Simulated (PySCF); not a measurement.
Geometry (Å), atoms numbered from 1 in this order:
```xyz
17

C     2.6013    1.2443    0.6350
N     1.5117    1.1694    0.0403
Si    0.7015   -0.1102   -0.8015
O     0.4537    0.3716   -2.3335
N    -0.7960   -0.2148    0.0370
C    -0.8682   -0.2964    1.4729
C    -1.9392   -0.8119   -0.6048
H     3.3060    0.4161    0.7632
H     2.9045    2.1925    1.0753
H     1.4293   -1.3577   -1.0353
H     0.0894    1.2393   -2.4898
H    -1.7858    0.1837    1.8245
H    -0.8707   -1.3361    1.8251
H    -0.0147    0.2179    1.9059
H    -2.8534   -0.3014   -0.2865
H    -1.8378   -0.7185   -1.6821
H    -2.0387   -1.8757   -0.3555
```

PySCF 2.14 calculation with coordinates at the GFN2-xTB level and shielding tensors at PBE0/pcSseg-1 (GIAO); one averaged value for each set of equivalent atoms, single conformer, non-relativistic, isolated molecule.

Chemical shifts δ = σref − σ; $^{13}$C and $^{1}$H and $^{29}$Si against TMS; $^{15}$N vs NH3; $^{17}$O against H2O, all at this level.

```
                  atoms    nucleus  count  Hirshfeld charge  δ (ppm)
                     C1   $^{13}$C      1              0.03        ?
                     O4   $^{17}$O      1             -0.31     46.2
                    H11    $^{1}$H      1              0.18     1.89
                  C6/C7   $^{13}$C      2             -0.07     37.7
                    Si3  $^{29}$Si      1              0.44        ?
                     N5   $^{15}$N      1             -0.18     31.1
                     N2   $^{15}$N      1             -0.23    436.7
                    H10    $^{1}$H      1             -0.09     4.76
                     H9    $^{1}$H      1              0.05     8.75
                     H8    $^{1}$H      1              0.04        ?
H12/H13/H14/H15/H16/H17    $^{1}$H      6              0.04     2.52
```

**Question.** Complete the table.

**Answer.** 
- C1: 173.5 ppm, C=N carbon
- H8: 8.88 ppm, hydrogen on a C=N carbon
- Si3: -39.0 ppm, silicon bonded to 2 N, O, H

OH and NH positions are those of a molecule without intermolecular hydrogen bonds; in solution they move with solvent, concentration and temperature, and exchange usually removes their couplings. Shifts are as computed. Against solution values, carbons near 30 ppm lie about +3 ppm off and those near 130 ppm about +5 ppm. Of 1211 compounds with measured shifts, 218 miss one by over three times the rms of a fit or turn the order of signals round; such compounds aren't used in these exercises. Experimental scales use liquid or dissolved standards, which lie at an offset from isolated NH3 (liquid NH3: subtract about 20 ppm) and H2O (liquid H2O: subtract about 36 ppm). Unscaled 15N shifts of sp2 nitrogen come out 20 to 40 ppm too high even then.
